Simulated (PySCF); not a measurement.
BClGeH4O, SMILES O[B](Cl)[GeH3]. Atoms are numbered in the order given.

```xyz
8

B      0.4612     0.6861     0.0000
Cl    -0.7763     1.9777     0.0000
Ge    -0.1331    -1.3020     0.0000
H     -1.0079    -1.6016    -1.2474
H     -1.0079    -1.6016     1.2474
H      1.0688    -2.2827     0.0000
O      1.7724     1.0144     0.0000
H      1.9161     1.9832     0.0000
```
Charge 0, spin multiplicity 1.

Coordinates come from a PBE-D3(BJ)/def2-SVP optimisation. Other conformers were not sampled.

Computed with TDA-CAM-B3LYP/def2-SVPD (PySCF).

Vertical excitations. The molecule is in vacuum. State labels are in the subgroup Cs.

Computed excitation energies, oscillator strengths and character:
```csv
state,symmetry,energy (eV),λ (nm),f,main pairs
S1,A",6.05,205,0.015,HOMO→LUMO 96 %
S2,A",7.16,173,0.006,"HOMO−4→LUMO 54 %, HOMO−1→LUMO 42 %"
S3,A',7.46,166,0.144,HOMO→LUMO+1 88 %
S4,A',7.66,162,0.028,"HOMO−2→LUMO 59 %, HOMO−3→LUMO 25 %"
S5,A",7.69,161,0.008,"HOMO−1→LUMO 54 %, HOMO−4→LUMO 42 %"
S6,A',7.96,156,0.113,"HOMO−3→LUMO 49 %, HOMO−2→LUMO 32 %"
S7,A',8.31,149,0.089,"HOMO→LUMO+3 36 %, HOMO−4→LUMO+1 19 %, HOMO−1→LUMO+1 14 %, HOMO→LUMO+2 12 %"
S8,A",8.46,147,0.000,"HOMO−3→LUMO+1 55 %, HOMO−2→LUMO+1 33 %"
S9,A',8.48,146,0.023,"HOMO→LUMO+2 50 %, HOMO−1→LUMO+1 27 %"
S10,A',8.57,145,0.057,"HOMO−1→LUMO+1 30 %, HOMO→LUMO+3 24 %, HOMO→LUMO+2 21 %, HOMO→LUMO+5 9 %"
T1,A",5.09,244,0,HOMO→LUMO 94 %
T2,A',6.73,184,0,"HOMO−3→LUMO 70 %, HOMO−2→LUMO 23 %"
T3,A",6.87,180,0,"HOMO−1→LUMO 52 %, HOMO−4→LUMO 40 %"
T4,A',7.01,177,0,"HOMO−2→LUMO 62 %, HOMO−3→LUMO 20 %"
```
Triplets are in the Tamm–Dancoff approximation.
